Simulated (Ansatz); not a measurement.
Cartesian coordinates (Å):
SMILES: F[SiH2]F
```xyz
5

F     -1.2706     0.8860     0.1279
Si    -0.0003    -0.0545     0.0004
F      1.2807     0.8694    -0.1404
H      0.1250    -0.8424     1.2402
H     -0.1348    -0.8585    -1.2281
```
Charge 0, spin multiplicity 1.

All values below come from frozen-core CCSD(T)/cc-pVTZ // PBE0-D3(BJ)/def2-TZVP (Ansatz, an electronic-structure program).

```
Quantity                        Value
----------------------  -------------
HF energy               -489.19919 Ha
MP2 correlation energy    -0.62623 Ha
```

Q: Estimate the CCSD correlation energy, the (T) correction, the total energy and the T1 diagnostic.

A: 
| Item | Value |
|---|---|
| CCSD correlation energy | -0.63943 Ha |
| (T) correction | -0.01746 Ha |
| CCSD(T) total energy | -489.85608 Ha |
| T1 diagnostic | 0.011 |
